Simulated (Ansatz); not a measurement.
Input (CCSDTQ/def2-SVP; Ansatz, a quantum-chemistry and plane-wave program):

Ansatz 0.2 input:
```yaml
crystal:
  periodic: [false, false, false]
  atoms:
    - {symbol: Au, position_ang: [0.00000000, 0.00000000, 0.00000000]}
basis:
  gaussian:
    orbitals: def2-SVP
magnetization: {spin_polarized: true, initial_magnetization: 1}
correlation: {method: ccsdtq, electrons: outside_noble_gas}
scf: {lower_state_search: full}
```

Output:

```
Functional definition: HF
integrals: 0.01 GiB planned
320 factors; integrals over basis functions are off by at most 2.1e-8 eV
mean field: 0.07 GiB planned
mean field evaluation 1: about -3666.9279 eV, gradient 1.3e1 eV
mean field evaluation 2: about -3666.9283 eV, gradient 1.3e1 eV
mean field evaluation 4: about -3667.6783 eV, gradient 6.7e-1 eV
mean field evaluation 8: about -3667.6910 eV, gradient 1.0e-1 eV
mean field evaluation 16: about -3665.5430 eV, gradient 8.5e0 eV
mean field evaluation 32: about -3667.6911 eV, gradient 8.2e-3 eV
mean field evaluation 64: about -3667.6911 eV, gradient 3.6e-4 eV
mean field evaluation 96: about -3667.6909 eV, gradient 9.7e-2 eV
mean field evaluation 128: about -3665.8519 eV, gradient 3.5e-1 eV
mean field evaluation 160: about -3665.8523 eV, gradient 6.8e-2 eV
mean field evaluation 192: about -3665.8512 eV, gradient 3.6e-2 eV
mean field -3667.69112899 eV, -134.7851629400 hartree, gradient 1.5e-6 eV, S^2 0.752635; 7 other end points of the search recorded, 0 dependent functions left out
determinant -3667.69112899 eV, -134.7851629400 hartree, with singles and doubles -3674.21821244 eV, -135.0250288327 hartree
determinant -3665.85234556 eV, -134.7175888955 hartree, with singles and doubles -3672.34173893 eV, -134.9560697031 hartree
4 core orbitals not correlated
reference -3667.69112899 eV, -134.7851629400 hartree; 6, 5 occupied and 22, 23 virtual orbitals, 320 factors
second order -6.85048935 eV of doubles, -0.00000000 eV of singles
coupled cluster: 1.18 GiB planned
cycle   1  -6.40031775 eV  change    4.5e-1 eV  update   6.5e-2
cycle   2  -6.59029490 eV  change   -1.9e-1 eV  update   2.9e-2
cycle   3  -6.63846617 eV  change   -4.8e-2 eV  update   1.0e-2
cycle   4  -6.63865543 eV  change   -1.9e-4 eV  update   3.2e-3
cycle   5  -6.63697331 eV  change    1.7e-3 eV  update   9.9e-4
cycle   6  -6.63663603 eV  change    3.4e-4 eV  update   4.3e-4
cycle   7  -6.63676085 eV  change   -1.2e-4 eV  update   1.4e-4
cycle   8  -6.63680589 eV  change   -4.5e-5 eV  update   3.7e-5
cycle   9  -6.63685076 eV  change   -4.5e-5 eV  update   1.7e-5
cycle  10  -6.63685511 eV  change   -4.3e-6 eV  update   5.5e-6
cycle  11  -6.63685022 eV  change    4.9e-6 eV  update   2.3e-6
cycle  12  -6.63685105 eV  change   -8.3e-7 eV  update   1.1e-6
Total energy: -3674.32798004 eV, -135.0290627174 hartree
```
